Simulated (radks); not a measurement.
The chlorine anion Cl-, [Ar], held by a Watson sphere: a shell of charge +1 at radius R that stands for the Madelung well of a crystal (potential energy -1/R inside, -1/r outside, in hartree with lengths in bohr). Method: non-relativistic Kohn-Sham, LDA (Slater exchange, VWN5 correlation), spin-polarised, spherical densities, point nucleus; computed with a radial shooting solver on a logarithmic mesh with Libxc functionals. Response by self-consistent Sternheimer equations with the Hartree and adiabatic LDA kernel. The sphere does not respond.

R (bohr)  e(2p) (eV)  e(3s) (eV)  e(3p) (eV)  <r> 3p (bohr)  sum of <r^2> (bohr^2)  X-ray form factor at sin(theta)/lambda = 0.3 1/angstrom  alpha (bohr^3)
2.38         -189.40     -20.000      -8.566          1.916                  34.18                                                    9.549           20.09
3.23         -188.60     -18.545      -7.232          1.985                  36.64                                                    9.541           26.10
3.79         -187.98     -17.761      -6.461          2.013                  37.74                                                    9.545           29.98
3.91         -187.85     -17.610      -6.310          2.018                  37.93                                                    9.545           30.77
4.39         -187.36     -17.054      -5.753          2.033                  38.57                                                    9.547           33.74
4.48         -187.27     -16.958      -5.657          2.035                  38.68                                                    9.547           34.27
